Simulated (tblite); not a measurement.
Compound: C6H9FN (doublet state).
Z-matrix (Å and degrees, GFN2-xTB geometry), rows numbered from 1:
```
N 
C   1  1.2172
C   2  1.5202  1  126.65
C   3  1.5370  2  111.04  1  -112.85
C   4  1.5280  3  103.92  2  -146.04
C   5  1.5272  4  103.02  3    39.37
C   6  1.5300  5  104.00  4   -39.70
F   7  1.3799  3  109.04  2  -120.84
H   2  1.1006  1  121.70  3  -178.75
H   3  1.0924  2  108.14  1     9.20
H   4  1.0924  3  110.22  2   -28.45
H   4  1.0881  3  111.71  2    91.76
H   5  1.0904  4  110.02  3   -77.59
H   5  1.0882  4  112.44  3   160.94
H   6  1.0884  5  113.15  4  -159.76
H   6  1.0904  5  110.55  4    77.83
H   7  1.0960  3  113.33  2    -4.04
```

Level: GFN2-xTB in tblite, geometry and Hessian alike; calculated harmonic values, unscaled, isolated species. Errors from tens to a few hundred cm⁻¹ against measured bands are possible. One conformer, not necessarily the lowest. Open shells enter through the occupations alone, without spin polarisation, and single modes of such species can be off by tens of per cent.

Harmonic wavenumbers (cm⁻¹): 33.1, 58.1, 186.3, 279.2, 292.8, 339.7, 421.6, 462.8, 566.0, 654.4, 802.4, 840.7, 874.1, 921.3, 957.8, 979.7, 999.0, 1012.4, 1063.7, 1089.5, 1102.5, 1125.9, 1164.2, 1175.6, 1200.7, 1234.2, 1247.4, 1262.1, 1295.0, 1309.8, 1315.7, 1322.7, 1464.1, 1480.7, 1492.6, 1828.1, 2769.5, 2923.4, 2970.6, 2983.6, 2993.3, 3006.9, 3020.6, 3027.3, 3028.7.

A = 3119, B = 1660, C = 1250 MHz; mass 114.072 u (most abundant isotopes); point group C1, symmetry number 1; spin multiplicity 2.

Task: What is the zero-point energy?

Result: Half the sum of the wavenumbers: 30290 cm⁻¹ = 86.60 kcal/mol.

Task: What is S at 200 K and 1 bar for an ideal gas of classical rigid rotors and harmonic oscillators?

Result: Translation 38.15, rotation 27.11, vibration 13.74, spin (R ln 2) 1.38: S = 80.4 cal/(mol K).

Task: And Cp and H(200 K) − H(0)?

Result: Cp = 21.85 cal/(mol K), of which vibrations give 13.91 (their classical limit is 45 R = 89.4); H(200 K) − H(0) = 2.98 kcal/mol without the zero-point energy, 1.39 from vibrations.

Task: Blend soft modes into free rotors: weight 1/[1 + (100 cm⁻¹/ν̃)⁴] for the oscillator and the rest for a rotor with moment μB/(μ + B), μ = h/(8π²ν), B = 10⁻⁴⁴ kg m². What vibrational entropy results?

Result: 11.85 cal/(mol K) in place of 13.74, which changes −T·S at 200 K by +0.38 kcal/mol.

Task: How do the functions run with temperature in this model?

Result: 
| T (K) | S (cal/(mol K)) | Cp (cal/(mol K)) | H − H(0) (kcal/mol) | G − H(0) (kcal/mol) | ln q(vib) |
| --- | --- | --- | --- | --- | --- |
| 100 | 68.0 | 14.7 | 1.16 | -5.65 | 1.65 |
| 300 | 90.9 | 30.7 | 5.59 | -21.66 | 5.18 |
| 500 | 110.8 | 48.4 | 13.57 | -41.85 | 8.92 |
| 800 | 137.7 | 65.6 | 30.90 | -79.24 | 14.77 |
| 1000 | 153.1 | 72.8 | 44.78 | -108.35 | 18.55 |

q(vib) and H(0) count from the zero-point level.

Hindered rotation and anharmonicity are outside this model. Other conformers, if any are populated, would add a mixing term that is left out. The structure is chiral; the term R ln 2 for an equal mix with its mirror image is left out.
